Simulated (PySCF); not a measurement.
Se(SH)(SeH) (H2SSe2), SMILES S[Se][SeH].

Geometry: r2SCAN-D4/def2-SVP. The values are those of a single conformer.

Method: PySCF with r2SCAN/def2-TZVPD.

Isolated molecule, no solvent.

Task: Estimate the frontier levels, gap, dipole moment and polarisability. (Estimate from the structure and the level; the computed values follow.)

Result: 
| Property | Result |
|---|---|
| highest occupied level | -6.37 eV |
| lowest empty level | -2.74 eV |
| orbital gap | 3.63 eV |
| dipole moment | 0.081 e·Å |
| quadrupole, principal values (traceless, Buckingham form, about the centre of nuclear charge) | -4.11, -2.13, 6.24 D·Å |
| mean static polarisability | 84.8 bohr³ (12.56 Å³) |
| polarisability, principal values | 63.4, 73.4, 117.6 bohr³ |
